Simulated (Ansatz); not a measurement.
Two members of one family (AlAs nanocrystals, H-capped) that differ in charge, which shifts all levels, computed with Ansatz in the gas phase. The two geometries come from different levels. Levels of anions in sets without diffuse functions are rough. The structures are stationary points that may keep the symmetry of their start.

First: Al4As4H14, cut from wurtzite (singlet, charge 0, r2SCAN-D4/def2-SVP geometry).

```xyz
22

Al   -1.214   -2.396    0.870
As   -2.165   -0.024    1.219
Al    2.573   -0.541    1.030
As    0.864   -1.735   -0.340
As    1.267    1.657    1.350
Al   -1.003    2.018    0.396
Al    0.522   -0.843   -2.644
As   -0.601    1.380   -1.977
H    -0.913   -2.900    2.350
H    -2.277   -3.085   -0.095
H    -2.462    0.255    2.671
H    -3.578    0.095    0.702
H     2.677   -1.131    2.506
H     3.837   -0.106    0.166
H     1.529   -3.070   -0.602
H     1.140    2.025    2.808
H     2.070    2.858    0.913
H    -1.700    3.417    0.670
H    -0.624   -1.623   -3.426
H     1.890   -0.383   -3.318
H    -1.934    1.563   -2.661
H     0.100    2.568   -2.589
```

| level | HOMO (eV) | LUMO (eV) | gap (eV) |
| --- | --- | --- | --- |
| PBE-D4/def2-SVP | -6.26 | -1.98 | 4.28 |
| PBE-D4/def2-TZVP | -6.30 | -2.10 | 4.21 |
| r2SCAN-D4/def2-TZVP | -6.57 | -1.95 | 4.62 |
| PBE0-D4/def2-SVP | -7.35 | -1.25 | 6.10 |
| PBE0-D4/def2-TZVP | -7.36 | -1.35 | 6.01 |

Second: Al5As4H16⁻, cut from zinc blende (singlet, charge -1, PBE-D4/def2-SVP geometry).

Cartesian coordinates in Å:
```
Al -2.182 -0.454 -2.164
Al 1.985 -0.712 -2.275
Al 0.150 2.674 -0.417
Al -2.016 0.239 2.351
Al 2.155 -0.014 2.238
As -0.010 0.775 -2.070
As -2.285 -1.190 0.267
As 2.139 -1.460 0.148
As 0.130 1.358 1.736
H -2.116 -1.783 -3.076
H -3.435 0.546 -2.331
H 1.707 -2.023 -3.176
H 3.341 0.125 -2.515
H -1.190 3.567 -0.507
H 1.582 3.398 -0.582
H -3.267 1.254 2.307
H -1.864 -0.761 3.608
H 3.515 0.843 2.122
H 1.952 -0.993 3.505
H -0.003 1.489 -3.425
H -3.574 -1.997 0.438
H -1.341 -2.383 0.410
H 3.332 -2.413 0.252
H 1.071 -2.534 0.348
H 0.223 2.447 2.809
```

Task: Estimate the same table for the second.

Result: 
```tsv
level	HOMO (eV)	LUMO (eV)	gap (eV)
PBE-D4/def2-SVP	-3.12	1.04	4.16
PBE-D4/def2-TZVP	-3.20	0.91	4.11
r2SCAN-D4/def2-TZVP	-3.47	1.03	4.50
PBE0-D4/def2-SVP	-4.22	1.74	5.97
PBE0-D4/def2-TZVP	-4.26	1.63	5.89
```
